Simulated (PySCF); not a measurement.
## Assigning NMR signals

Numbering as in the mapped SMILES `[O:1]=[C:2]1[SiH2:3][C@@H:4]2[CH2:5][CH2:6][C@H:7]1[O:8][CH2:9]2`; H(Xn) means a hydrogen on atom n. Ha(C9) is cis to C5 on the ring; Ha(Si3), Ha(C5), Ha(C6) are cis to O8 on the ring; Hb(C9) is trans to C5 on the ring; Hb(Si3), Hb(C5), Hb(C6) are trans to O8 on the ring.

[PySCF: σ from GIAO-PBE0/pcSseg-1; geometry from GFN2-xTB; no solvent model; non-relativistic Hamiltonian; one computed conformer]

δ = σ(ref) − σ, references computed at the same level: 13C (186.93 ppm), 1H (31.72 ppm) vs TMS.

**Question.** Assign these signals to the numbered atoms. 13C{1H} NMR (computed): δ 250.6 (C), 83.3 (CH), 68.7 (CH2), 28.9 (CH2), 23.4 (CH), 23.1 (CH2).

**Answer.** 
```tsv
δ (ppm)	atoms	environment	reason
250.6	C2	carbonyl carbon	–
83.3	C7	sp3 CH bonded to O, α to a carbonyl	the inductive effect lowers its shielding
68.7	C9	sp3 CH2 bonded to O	pulled downfield by the heteroatom
28.9	C6	sp3 CH2 in a ring	a saturated carbon with 2 carbon neighbours and no heteroatom attached
23.4	C4	sp3 CH bonded to Si	–
23.1	C5	sp3 CH2 in a ring	saturated and bonded to C and H only
```

C4 and C5 lie closer than the usual error of such a calculation, so a measured spectrum could show them in the other order.

**Question.** Assign these signals to the numbered atoms. 1H NMR (400 MHz, computed): δ 4.77 (m, 1H), 4.35 (m, 1H), 4.28 (m, 1H), 3.92 (m, 1H), 3.77 (m, 1H), 2.39 (m, 1H), 2.01 (m, 1H), 1.85 (m, 1H), 1.74 (m, 1H), 1.49 (m, 1H).

**Answer.** 
```tsv
δ (ppm)	atoms	environment	reason
4.77	Ha(Si3)	hydrogen on a silicon bonded to 2 C, in a 6-membered ring	–
4.35	Ha(C9)	hydrogen on an sp3 CH2 bonded to O	its carbon carries O, an electronegative neighbour
4.28	Hb(C9)	hydrogen on an sp3 CH2 bonded to O	–
3.92	Hb(Si3)	hydrogen on a silicon bonded to 2 C, in a 6-membered ring	–
3.77	H(C7)	hydrogen on an sp3 CH bonded to O, α to a carbonyl	its carbon carries O, an electronegative neighbour
2.39	Ha(C6)	hydrogen on an sp3 CH2 in a ring	–
2.01	Ha(C5)	hydrogen on an sp3 CH2 in a ring	–
1.85	Hb(C6)	hydrogen on an sp3 CH2 in a ring	–
1.74	Hb(C5)	hydrogen on an sp3 CH2 in a ring	–
1.49	H(C4)	hydrogen on an sp3 CH bonded to Si	–
```

Ha(C9) and Hb(C9); Hb(C6) and Hb(C5) lie closer than the usual error of such a calculation, so a measured spectrum could show them in the other order.

Shifts are as computed. Against solution values, carbons near 30 ppm lie about +3 ppm off and those near 130 ppm about +5 ppm. Of 1309 compounds with measured shifts, 239 miss one by over three times the rms of a fit or turn the order of signals round; such compounds aren't used in these exercises. No couplings were computed; multiplicities are counted from neighbouring protons, with m where these are inequivalent, close in shift, in a saturated or five-membered ring or joined by F or P, and br s for small geminal =CH2 splittings.
